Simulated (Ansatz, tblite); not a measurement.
Cost and result up the ladder for the cluster RbBr2 (3 atoms). Total charge 0; doublet. Geometry: PBE-D4/def2-TZVP.

Cartesian coordinates in Å:
```
Rb -0.779 -1.669 -0.438
Br 1.702 0.174 0.401
Br -0.923 1.495 0.037
```

Ansatz on 4 threads of AMD EPYC 9R45 on a shared host; xTB runs through tblite on one thread. Times are rough, summed over both states, and most runs start from the orbitals of an earlier one. CCSD(T)/def2-TZVPP serves as the yardstick here, not as an exact answer. The other state is a quartet at its own geometry, which has other bonds, so the gap mixes isomer and spin.

In the def2 sets Rb takes a core potential; there is no spin–orbit coupling. The xTB rows come from tblite. Correlated methods freeze 18 core orbitals; core or outer-core shells of Rb, Br are correlated, in sets that lack core-valence functions. In CCSD on the charge 0 quartet the largest single amplitude is 0.23, so its Hartree–Fock determinant may place the open shell otherwise than the density functionals do. HOMO above LUMO, or a gap near zero within one spin, warns that the state may not be the lowest or that an electron is smeared out. In the doublet, Br2 and Br3 lie 2.96 Å apart (atoms count from 1), so these atoms are partly bonded to each other. In the quartet, Br2 and Br3 lie 2.70 Å apart (atoms count from 1), so these atoms are partly bonded to each other. The structure comes from a short search, and lower isomers may exist.

Run but left out: LDA (SPW92)/def2-TZVP (quartet: an occupied level 0.10 eV above an empty one).

Correlated methods converge slowly with the basis.

xTB has no spin-polarisation term.

| level | functions | wall time | quartet − doublet (eV) | difference from CCSD(T)/def2-TZVPP (eV) | remarks |
| --- | --- | --- | --- | --- | --- |
| GFN1-xTB | 22 | 0.003 s | 4.15 | -0.46 | – |
| GFN2-xTB | 22 | 0.003 s | 5.02 | 0.41 | – |
| HF/def2-TZVP | 129 | 1.8 s | 3.95 | -0.66 | – |
| MP2/def2-TZVP | 129 | 2.1 s | 4.91 | 0.30 | – |
| PBE-D4/def2-TZVP | 129 | 2.1 s | 4.08 | -0.53 | gap within one spin near zero (quartet) |
| RPA@PBE/def2-TZVP | 129 | 2.8 s | 4.05 | -0.56 | – |
| B2PLYP/def2-TZVP | 129 | 4.8 s | 4.60 | -0.01 | – |
| r2SCAN-D4/def2-TZVP (with forces) | 129 | 4.9 s | 4.50 | -0.11 | – |
| PBE0-D4/def2-TZVP | 129 | 5.3 s | 4.41 | -0.19 | – |
| r2SCAN0-D4/def2-TZVP | 129 | 6.4 s | 4.66 | 0.05 | – |
| B97M-V/def2-TZVP | 129 | 10 s | 4.37 | -0.24 | – |
| CCSD(T)/def2-TZVPP | 136 | 23 s | 4.61 | 0.00 | – |
